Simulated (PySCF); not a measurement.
Species: C₆H₆ClN₃Si.
Bonds: Si1–C2, C2–C3 (aromatic), C3–C4 (aromatic), C4–C5 (aromatic), C5–C6 (aromatic), C6–C7 (aromatic), C7–Cl8, C7–N9 (aromatic), N9–N10 (aromatic), N10–N11 (aromatic), C2–N11 (aromatic), C6–N11 (aromatic). Hydrogens: H12, H13, H14 on Si1; H15 on C3; H16 on C4; H17 on C5.

Definitions: NICS(0) = −σiso at the ring centroid; NICS(1) = −σiso and NICS(1)zz = −σzz at ±1 Å along the ring normal z. Level: GIAO PBE0/pcSseg-1 (PySCF, non-relativistic, gas phase) on the GFN2-xTB geometry, one conformer.

Rings: 1. C2–C3–C4–C5–C6–N11; 2. C6–C7–N9–N10–N11.

```
set  NICS(0)  NICS(1), two faces  NICS(1)zz, two faces
  P    -15.7       -15.1 / -15.1         -38.0 / -38.0
  Q     -7.0         -9.2 / -9.2         -21.8 / -21.8
```

Question: Which set (ppm) belongs to which ring?

Answer: P = 2, Q = 1.
- 1 (6-membered ring with N; formal bonds all aromatic): mean NICS(1)zz -21.8 ppm, shielded. The ring is flat and has no four-coordinate atom; by the NICS criterion it is aromatic, though in fused rings the probe also feels the neighbouring ring.
- 2 (5-membered ring with 3 N; formal bonds all aromatic): mean NICS(1)zz -38.0 ppm, shielded. For a flat ring without four-coordinate atoms the NICS criterion counts such a value as aromatic, though in fused rings the probe also feels the neighbouring ring.

Question: How do the rings differ in shape?

Answer: 
```tsv
ring	bond lengths (Å)	rms pucker (Å)	HOMA	nearest outside atom to a NICS(1) probe (Å)
1	1.365, 1.413, 1.367, 1.401, 1.377, 1.355	0.00	0.89	hydrogen 2.64
2	1.405, 1.330, 1.294, 1.322, 1.377	0.00	0.94	carbon 2.67
```

HOMA = 1 − mean of α(R − Ropt)² over the ring bonds, with Krygowski's 1993 parameters (CC: Ropt 1.388 Å, α 257.7 Å⁻²; CN: Ropt 1.334 Å, α 93.52 Å⁻²; NN: Ropt 1.309 Å, α 130.33 Å⁻²).
